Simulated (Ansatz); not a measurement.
Compare A (`N=C(S)N[SiH2]F`) with its isomer B (`N=C(F)S[SiH2]N`).

Computed with Ansatz on PBE0-D4/def2-TZVP structures; ΔE is electronic, products minus reactants. CCSD(T)/CBS adds triple-zeta CCSD(T) − MP2 to the extrapolated MP2 energy (def2 sets, frozen cores). DFT in def2-TZVPP. B3LYP here is the variant with VWN-RPA as its local correlation; programs differ in this. Each species was taken in one conformer, which may not be the lowest.

Question: Which isomer does CCSD(T)/CBS put lower? Give the gap. (Best estimate.)

Answer: The calculation gave: A, by 30.9 kcal/mol.

Question: Give E(B) − E(A) in kcal/mol with B3LYP-D4, B3LYP, r2SCAN-D4, PBE-D4, B2PLYP, HF/def2-TZVPP, MP2/def2-TZVPP. (Estimate.)

Answer: Computed: B3LYP-D4 29.5, B3LYP 29.0, r2SCAN-D4 28.4, PBE-D4 26.1, B2PLYP 30.2, HF/def2-TZVPP 32.1, MP2/def2-TZVPP 31.9. None reverses the order clearly.

Largest T1 diagnostic: 0.014.

From PBE to PBE0 (25 % exact exchange), in def2-TZVPP and without D4, E(B) − E(A) moves by +1.6 kcal/mol.
